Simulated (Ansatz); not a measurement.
Reaction (ligand exchange at the Si–C bond): `O[SiH]1C=C1[SiH3]` + `COB(C)O` → `COB(C)O[SiH3]` + `O[SiH]1C=C1`

Gas-phase electronic energies from Ansatz, PBE0-D4/def2-TZVP geometries. CCSD(T)/CBS is the MP2 limit (def2-TZVPP, def2-QZVPP) plus CCSD(T) − MP2 in def2-TZVPP, frozen cores. Functionals use def2-TZVPP. B3LYP here is the variant with VWN-RPA as its local correlation; programs differ in this. One conformer a species, not always the lowest.

`O[SiH]1C=C1[SiH3]`:

Z-matrix (Å, degrees):
```
Si
C 1 1.783
C 1 1.808 2 44.3
O 1 1.638 2 125.2 3 -106.0
H 1 1.471 2 124.1 3 105.3
H 2 1.086 1 159.3 3 177.3
Si 3 1.848 1 156.7 2 -177.8
H 4 0.959 1 117.3 2 26.0
H 7 1.489 3 111.4 1 178.6
H 7 1.487 3 109.1 1 58.1
H 7 1.486 3 109.5 1 -60.5
```

`COB(C)O`:

Z-matrix (Å, degrees):
```
C
O 1 1.408
H 1 1.090 2 107.9
H 1 1.094 2 111.3 3 -119.0
H 1 1.094 2 111.8 3 119.4
B 2 1.368 1 121.9 3 -171.4
O 6 1.364 2 116.5 1 -179.3
C 6 1.569 2 123.9 1 0.9
H 7 0.962 6 111.4 2 -0.0
H 8 1.090 6 111.5 2 -176.8
H 8 1.095 6 111.0 2 62.7
H 8 1.094 6 111.6 2 -55.5
```

`COB(C)O[SiH3]`:

Z-matrix (Å, degrees):
```
C
O 1 1.412
H 1 1.092 2 108.5
H 1 1.093 2 109.2 3 118.2
H 1 1.091 2 111.9 3 -120.9
B 2 1.355 1 123.0 3 129.6
O 6 1.374 2 119.1 1 -0.3
C 6 1.571 2 118.8 1 179.8
Si 7 1.644 6 132.7 2 -179.9
H 8 1.095 6 111.0 2 121.0
H 8 1.090 6 112.2 2 -0.1
H 8 1.095 6 111.0 2 -121.2
H 9 1.486 7 110.7 6 -60.2
H 9 1.482 7 107.2 6 -179.7
H 9 1.486 7 110.7 6 60.7
```

`O[SiH]1C=C1`:

```xyz
8

O    -0.665   -1.635    0.933
Si    0.346   -0.402    0.553
C    -0.162    1.183   -0.109
C     0.431    0.410   -1.041
H    -1.492   -1.685    0.449
H     1.501   -0.593    1.446
H    -0.602    2.174   -0.136
H     0.644    0.548   -2.095
```

```tsv
level	ΔE (kJ/mol)	difference from CCSD(T)/CBS
PBE-D4	-56.1	14.5
r2SCAN-D4	-67.5	3.1
PBE0-D4	-61.6	9.0
B3LYP-D4	-70.8	-0.2
B2PLYP	-72.0	-1.4
PBE	-56.0	14.6
r2SCAN	-67.3	3.3
PBE0	-61.6	9.0
MP2/def2-TZVPP	-69.9	0.7
SCS-MP2/def2-TZVPP	-73.8	-3.2
CCSD/def2-TZVPP	-73.1	-2.5
CCSD(T)/def2-TZVPP	-70.4	0.2
SCS-MP2/def2-QZVPP	-74.3	-3.7
HF/CBS(def2)	-88.6	-18.0
MP2/CBS(def2)	-70.2	0.4
CCSD/CBS(def2)	-73.4	-2.8
CCSD(T)/CBS	-70.6	0
```

Largest T1 diagnostic among the species: 0.012.

In def2-TZVPP, CCSD(T) changes the Hartree–Fock value by +16.5 kJ/mol (the triples alone add +2.8 kJ/mol) and MP2 by +16.9 kJ/mol. From PBE to PBE0 (25 % exact exchange), in def2-TZVPP and without D4, ΔE moves by −5.5 kJ/mol.
